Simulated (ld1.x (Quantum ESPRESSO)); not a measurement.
## Before and after: PAW potential for Mg

| Quantity | Value |
| --- | --- |
| Element | magnesium (Mg) |
| Generator | ld1.x (Quantum ESPRESSO) 7.5 |
| Type | PAW |
| Functional | PBEsol |
| Relativity | scalar-relativistic |
| Frozen core | [He] |
| Valence charge | 10 |
| Reference configuration | 2s2 2p6 3s2 3p0 |
| Partial waves | 2s (bound): rcut 1.10, rcutus 1.15 bohr; 3s (bound): rcut 1.10, rcutus 1.15 bohr; 2p (bound): rcut 1.05, rcutus 1.10 bohr; 3p (bound, empty): rcut 1.05, rcutus 1.10 bohr; 3d channel at -0.1 Ry: rcut 0.75, rcutus 1.00 bohr; 3d channel at 0.55 Ry: rcut 0.75, rcutus 1.00 bohr |
| Local potential | all-electron potential smoothed inside 0.80 bohr (lloc = -1) |
| Core correction | Bessel-smoothed model core, default radius (core density twice the valence density) |
| Augmentation charge | PSQ, inside the norm-conserving radii |

All-electron outer shells of the reference configuration (PBEsol, scalar-relativistic, ld1.x):

```
shell  level (eV)  outermost node (bohr)  outermost maximum (bohr)
   1s    -1256.64                      –                      0.09
   2s      -79.59                   0.18                      0.55
   2p      -46.55                      –                      0.48
   3s       -4.68                   0.90                      2.56
   3p       -1.30                   0.96                      3.50
```

Change: local potential all-electron potential smoothed inside 1.12 bohr (lloc = -1).

Cutoffs: the cutoffs (Ry, on a coarse ladder) from which the occupation-weighted sum of valence levels, in a spherical-Bessel basis at the reference potential, stays within 10 and 1 mRy of its value at 400 Ry; they do not see the model core or the augmentation charge, which bear on the density cutoff. Errors are all-electron minus pseudo energies relative to the spin-unpolarised reference configuration.

What does the change do?

The potential gets neither clearly harder nor softer (70 Ry and 120 Ry → 70 Ry and 120 Ry); of the 7 tests that both files solve, the error grows in 0 and shrinks in 1 by more than 15 % and 0.3 meV (median size 0.1 → 0.0 meV); the range in which the s phases agree narrows (upper end at the end of the scan → 3.8); neither file shows a bound ghost.

```tsv
quantity	base	changed
cutoff, loose	70 Ry	70 Ry
cutoff, tight	120 Ry	120 Ry
loose cutoff by channel (10 mRy a level)	s 40 Ry, p 55 Ry	s 45 Ry, p 55 Ry
bound ghosts	none	none
error for 2s2 2p6 3s1 3p0, meV [ΔE 7.92 eV]	-0.1	0.0
error for 2s2 2p6 3s0 3p0, meV [ΔE 22.74 eV]	-0.3	-0.2
error for 2s2 2p6 3s1.5 3p0, meV [ΔE 3.13 eV]	0.0	0.0
error for 2s2 2p6 3s0 3p2, meV [ΔE 7.13 eV]	0.0	0.0
error for 2s2 2p6 3s0 3p1, meV [ΔE 12.23 eV]	-0.1	0.0
error for 2s2 2p5 3s2 3p0, meV [ΔE 58.46 eV]	-16	+5.2
error for 2s2 2p6 3s1 3p1, meV [ΔE 3.47 eV]	0.0	0.0
s: phases at 1.25 bohr within 0.05 rad from the reference energy up to (Ry; the scan ends near 5)	to the end of the scan	3.8
p: phases at 1.25 bohr within 0.05 rad from the reference energy up to (Ry; the scan ends near 5)	to the end of the scan	to the end of the scan
d: phases at 1.25 bohr within 0.05 rad from the reference energy up to (Ry; the scan ends near 5)	to the end of the scan	to the end of the scan
lowest overlap eigenvalue by channel	s 0.00, p 0.45, d 0.82	s 0.22, p 0.42, d 0.98
```
